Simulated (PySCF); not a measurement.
H4N, SMILES [NH4+], charge +1.

Geometry: B3LYP-D3(BJ)/def2-TZVPD.

Lowest vertical singlet excitation by several levels in PySCF, with rough processor times relative to the cheapest run on one machine. Each run also gave further roots (ADC and EOM-CCSD ionised and attached states too); roots are paired by order and the bases differ. EOM-CCSD serves as a yardstick, not as the true value; all levels that ended soundly for this molecule are listed, with differences from unrounded values.

```
level                   relative cost
----------------------  -------------
TDDFT-PBE/def2-TZVPD                1
TDDFT-PBE0/def2-TZVPD               2
TDDFT-B3LYP/def2-TZVPD              2
EOM-CCSD/aug-cc-pVDZ                5
```

Computed S1 at each level and its distance from EOM-CCSD:
```json
[
 {"level": "TDDFT-PBE/def2-TZVPD", "S1 (eV)": "14.44", "S1 minus EOM-CCSD (eV)": "-1.10"},
 {"level": "TDDFT-PBE0/def2-TZVPD", "S1 (eV)": "15.06", "S1 minus EOM-CCSD (eV)": "-0.47"},
 {"level": "TDDFT-B3LYP/def2-TZVPD", "S1 (eV)": "14.76", "S1 minus EOM-CCSD (eV)": "-0.78"},
 {"level": "EOM-CCSD/aug-cc-pVDZ", "S1 (eV)": "15.54", "S1 minus EOM-CCSD (eV)": "0.00"}
]
```

### Question
Which is the cheapest level here that lands within 0.3 eV of EOM-CCSD?

### Answer
No cheaper level does; only EOM-CCSD itself.
